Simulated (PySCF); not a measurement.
# Level sweep

C₃H₃F₃O₂.
InChI=1S/C3H3F3O2/c4-1-2(5)8-3(6)7-1/h1-3H/t1-,2-/m1/s1

PySCF, dipoles from the SCF density, polarisabilities from static response with core orbitals frozen. One conformer (not necessarily the lowest) at the PBE0-D3(BJ)/def2-SVP geometry, without solvent, vibrations or thermal averaging.

**Question.** Compare the levels for these properties.

**Answer.** 

| level | μ (D) | α (au) | anisotropy (au) |
| --- | --- | --- | --- |
| LDA/def2-SVPD | 1.333 | 47.14 | 9.41 |
| PBE/def2-SVPD | 1.294 | 47.08 | 9.37 |
| B3LYP/def2-SVPD | 1.404 | 44.86 | 8.58 |
| PBE0/def2-SVPD | 1.392 | 44.32 | 8.48 |
| BHandHLYP/def2-SVPD | 1.503 | 42.39 | 7.82 |
| CAM-B3LYP/def2-SVPD | 1.448 | 44.22 | 8.23 |
| wB97X-D/def2-SVPD | 1.416 | 44.01 | 8.13 |
| LC-wPBE/def2-SVPD | 1.433 | 43.65 | 8.03 |
| HF/def2-SVPD | 1.600 | 39.79 | 6.98 |
| PBE0/6-31G* | 1.253 | 35.75 | 9.54 |
| PBE0/def2-SVP | 1.349 | 34.92 | 9.45 |
| PBE0/6-31+G* | 1.434 | 42.10 | 8.63 |
| PBE0/aug-cc-pVDZ | 1.361 | 44.95 | 8.74 |
| PBE0/def2-TZVP | 1.332 | 41.78 | 8.97 |

The anisotropy is √(½[(α1 − α2)² + (α2 − α3)² + (α3 − α1)²]). The dipole runs from 1.25 D (PBE0/6-31G*) to 1.60 D (HF/def2-SVPD). No reference polarisability is at hand; against PBE0 in the largest diffuse basis at hand (aug-cc-pVDZ) the other PBE0 rows deviate by 6-31G* -20%, def2-SVP -22%, 6-31+G* -6%, def2-SVPD -1%, def2-TZVP -7%. In one basis (def2-SVPD) the functionals order the polarisability from HF (lowest) to LDA (highest), a spread of 18%. With PBE0 the polarisability is 37.48 au without diffuse functions (mean of 6-31G*, def2-SVP and def2-TZVP) and 43.79 au with them (mean of 6-31+G*, def2-SVPD and aug-cc-pVDZ).

Without π bonds the low states are Rydberg-like; a valence basis with one diffuse set may place them up to an eV too high.
